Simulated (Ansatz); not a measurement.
Consider the formal exchange of groups at a C–C bond: `C#CC#CC` + GeH₄ → `CC#[C][GeH3]` + `C#C`.

Computed with Ansatz on PBE0-D4/def2-TZVP structures; ΔE is electronic, products minus reactants. CBS: MP2 limit from def2 TZ/QZ plus the TZ coupled-cluster correction, frozen cores. This one scheme is used for every species. Functionals use def2-TZVPP. For Ge outer-core shells are correlated without core-valence functions, which leaves a few kJ/mol of doubt a bond. Scalar relativity is left out up to krypton.

Q: Is it downhill or uphill in electronic energy at CCSD(T)/CBS, and by how much? (Best estimate.)

A: Ansatz gave: Downhill: ΔE = -14.2 kJ/mol.

Q: What do these levels give: r2SCAN-D4, PBE0-D4, ωB97X-V, ωB97M-V, PBE, CCSD(T)/def2-TZVPP? (An estimate is asked.)

A: Ansatz gave: r2SCAN-D4 13.4, PBE0-D4 9.2, ωB97X-V -10.4, ωB97M-V -11.4, PBE 20.8, CCSD(T)/def2-TZVPP -16.0 kJ/mol.

Largest T1 diagnostic among the species: 0.013.

From PBE to PBE0 (25 % exact exchange), in def2-TZVPP and without D4, ΔE moves by −10.8 kJ/mol. In def2-TZVPP, CCSD(T) changes the Hartree–Fock value by +5.2 kJ/mol (the triples alone add +3.5 kJ/mol) and MP2 by +11.1 kJ/mol.
